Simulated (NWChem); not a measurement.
# A calculation on HAl

All runs are NWChem calculations. Structure: optimised with PBE/def2-SVP, a minimum by its harmonic frequencies.

The NWChem input:

```
start mol
memory heap 200 mb stack 900 mb global 1100 mb
geometry "system" units angstroms nocenter noautoz noautosym
  Al     0.000000     0.000000     0.120297
  H      0.000000     0.000000    -1.563858
end
set geometry "system"
basis spherical
  * library 6-31g*
end
dft
  xc pbe0
  semidirect memsize 60000000 filesize 0
  iterations 100
  convergence energy 1e-10 density 1e-9 gradient 1e-8
  tolerances tight
end
task dft energy
rt_tddft
  tmax 150.0
  dt 0.2
  tag "kick"
  print dipole
  field "kick"
    type delta
    polarization z
    max 0.0001
  end
  excite "system" with "kick"
end
task dft rt_tddft
```

Change of the dipole's z component after the kick, in units of 1e-4 a.u.:

| time (a.u.) | Δμ |
|---|---|
| 0.0 | 0.000 |
| 0.4 | 0.152 |
| 0.8 | 0.317 |
| 1.2 | 0.441 |
| 1.6 | 0.571 |
| 2.0 | 0.723 |
| 2.4 | 0.865 |
| 2.8 | 0.961 |
| 3.2 | 1.013 |
| 3.6 | 1.054 |
| 4.0 | 1.109 |
| 4.4 | 1.159 |
| 4.8 | 1.167 |
| 5.2 | 1.129 |
| 5.6 | 1.086 |
| 6.0 | 1.061 |
| 6.4 | 1.028 |
| 6.8 | 0.954 |
| 7.2 | 0.848 |
| 7.6 | 0.743 |
| 8.0 | 0.650 |
| 8.4 | 0.554 |
| 8.8 | 0.434 |
| 9.2 | 0.290 |
| 9.6 | 0.151 |
| 10.0 | 0.040 |
| 10.4 | -0.061 |
| 10.8 | -0.184 |
| 11.2 | -0.322 |
| 11.6 | -0.435 |
| 12.0 | -0.511 |
| 12.4 | -0.580 |
| 12.8 | -0.665 |
| 13.2 | -0.747 |
| 13.6 | -0.801 |
| 14.0 | -0.823 |
| 14.4 | -0.832 |
| 14.8 | -0.850 |
| 15.4 | -0.877 |
| 15.8 | -0.861 |
| 16.2 | -0.821 |
| 16.6 | -0.790 |
| 17.0 | -0.774 |
| 17.4 | -0.749 |
| 17.8 | -0.700 |
| 18.2 | -0.638 |
| 18.6 | -0.577 |
| 19.0 | -0.519 |
| 19.4 | -0.457 |
| 19.8 | -0.382 |
| 20.2 | -0.290 |
| 20.6 | -0.192 |
| 21.0 | -0.103 |
| 21.4 | -0.021 |
| 21.8 | 0.068 |
| 22.2 | 0.166 |
| 22.6 | 0.257 |
| 23.0 | 0.337 |
| 23.4 | 0.413 |
| 23.8 | 0.485 |
| 24.2 | 0.553 |
| 24.6 | 0.619 |
| 25.0 | 0.683 |
| 25.4 | 0.737 |
| 25.8 | 0.780 |
| 26.2 | 0.818 |
| 26.6 | 0.849 |
| 27.0 | 0.871 |
| 27.4 | 0.881 |
| 27.8 | 0.874 |
| 28.2 | 0.848 |
| 28.6 | 0.809 |
| 29.0 | 0.768 |
| 29.4 | 0.716 |
| 29.8 | 0.639 |
